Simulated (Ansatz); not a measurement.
Relaxation of H6W (7 atoms, charge 0, multiplicity 1), to a largest force component of 0.03 eV/Å in at most 50 steps.

Theory: RKS LDA/def2-mTZVP (Ansatz 0.2.0).

```xyz
7
Properties=species:S:1:pos:R:3
W -0.437 0.000 -0.437
H 1.359 -0.035 1.866
H 1.866 0.035 1.359
H 0.043 1.475 0.263
H -2.097 0.194 -0.098
H 0.263 -1.475 0.043
H -0.098 -0.194 -2.097
```

**Question.** Where does it end, and by what steps?

**Answer.** It converged. The force dipped under the threshold on the way, but the program's further checks kept it going. After 15 steps the energy has fallen by 0.999 eV; H2 moved furthest, 0.98 Å. Parted: H2–H3. Joined: W1–H2, W1–H3.

```csv
step,energy less start (eV),largest force component (eV/Å),accepted
0,0.0000,1.295,yes
1,-0.0432,0.164,yes
2,-0.0437,0.059,yes
3,-0.0456,0.025,yes
4,-0.0468,0.057,yes
5,-0.0492,0.088,yes
6,-0.0566,0.170,yes
7,-0.0815,0.289,yes
8,-0.1220,0.201,yes
9,-0.2184,0.463,yes
10,-0.5423,0.744,yes
11,-0.8428,0.767,yes
12,-0.9570,0.764,yes
13,-0.9876,0.136,yes
14,-0.9967,0.066,yes
15,-0.9989,0.017,yes
```

```xyz
7
Properties=species:S:1:pos:R:3
W -0.179 0.000 -0.179
H 1.030 -0.509 1.074
H 1.074 0.509 1.030
H 0.438 1.530 0.312
H -1.871 0.082 0.096
H 0.312 -1.530 0.438
H 0.096 -0.082 -1.871
```

Whether the end is a true minimum wasn't checked by a vibrational analysis.

Time of the run: 29 s on 1 thread of Intel(R) Xeon(R) Platinum 8488C (Sapphire Rapids), on a shared host, peak memory 0.13 GiB.
